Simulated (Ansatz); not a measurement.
[SiI3]- (SiI3⁻). Total charge -1; singlet. Geometry r2SCAN-D4/def2-SVPD, basis def2-TZVPD, Ansatz.

| run | HOMO (eV) | LUMO (eV) |
| --- | --- | --- |
| A | -2.36 | 2.13 |
| B | -1.65 | 1.31 |
| C | -4.54 | 3.37 |
| D | -2.00 | 1.79 |
| E | -3.45 | 2.82 |
| F | -2.21 | 1.95 |

In the def2 sets I takes a core potential; there is no spin–orbit coupling. LC-ωPBE has ω = 0.4 bohr⁻¹. B3LYP takes the VWN-RPA correlation. HSE06 is defined as in plane-wave codes, on full-range PBE exchange.

Problem. The runs used B3LYP, CAM-B3LYP, HSE06, LC-ωPBE, LDA (SPW92), PBE0. Estimate which is which.

Solution. A PBE0 (25 % exact exchange); B LDA (SPW92) (0 % exact exchange); C LC-ωPBE (range-separated); D HSE06 (range-separated); E CAM-B3LYP (range-separated); F B3LYP (20 % exact exchange). Exact exchange lowers occupied and raises empty levels; among semilocal functionals meta-GGAs tend to open the gap a little, and such runs are hard to tell apart. The gap grows from 2.96 eV (LDA (SPW92)) to 7.91 eV (LC-ωPBE).
